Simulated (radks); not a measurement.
Q: Successive ionisation energies (eV) of one element, from differences of total energies of ions in their ground configurations, starting at charge 28: 1536.1, 1749.9, 1820.2, 1891.1, 1962.6, 2079.5. Calculated with a radial shooting solver on a logarithmic mesh with Libxc functionals: Dirac Kohn-Sham, LDA (Slater exchange, Perdew-Wang correlation), spin-unpolarised, spherical densities, finite nucleus; open shells fill j = l - 1/2 first; Fermi nuclear charge, rms radius 4.5454 fm. Which element is it?

A: Silver (Z = 47). The first species listed is Ag28+ in [Ar] 3d1, the last Ag33+ in [Ne] 3s2 3p2.
